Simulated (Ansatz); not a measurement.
C$_{3}$H$_{7}$GeN (`[CH]1=NC[CH2][GeH2]1`), relaxed with RKS PBE0-D4/def2-TZVP in the Gaussian-basis code of Ansatz from a PBE-D4/def2-SVP geometry. The force threshold is 0.005 eV/Å; the program also tests the step.

Total charge 0; spin multiplicity 1.

Start:

```xyz
12

C     1.120    1.018    0.570
N     1.640   -0.041    0.073
C     0.726   -1.051   -0.466
C    -0.789   -0.697   -0.429
Ge   -0.865    1.055    0.488
H     1.795    1.791    0.991
H     1.066   -1.263   -1.503
H     0.933   -1.989    0.095
H    -1.216   -0.610   -1.447
H    -1.381   -1.457    0.116
H    -1.566    1.035    1.875
H    -1.464    2.208   -0.362
```

(1) By how much does the energy fall, and how many steps does the optimiser take? (Estimate.)

(2) Which bonds change most? (Best estimate.)

(3) Give the relaxed structure. (An estimate is asked.)

## Answers

(1) Computed: 4.95 kJ/mol, in 7 steps.

(2) Computed: C1–Ge5 from 1.987 to 1.967 Å; C4–Ge5 from 1.979 to 1.959 Å; C1–H6 from 1.109 to 1.090 Å; C3–H8 from 1.112 to 1.094 Å.

(3) The calculation gave: 
```xyz
12

C     1.107    1.010    0.566
N     1.622   -0.036    0.076
C     0.718   -1.044   -0.463
C    -0.784   -0.694   -0.427
Ge   -0.858    1.040    0.482
H     1.776    1.766    0.977
H     1.052   -1.243   -1.486
H     0.920   -1.963    0.095
H    -1.201   -0.612   -1.431
H    -1.361   -1.445    0.110
H    -1.547    1.030    1.858
H    -1.443    2.191   -0.356
```
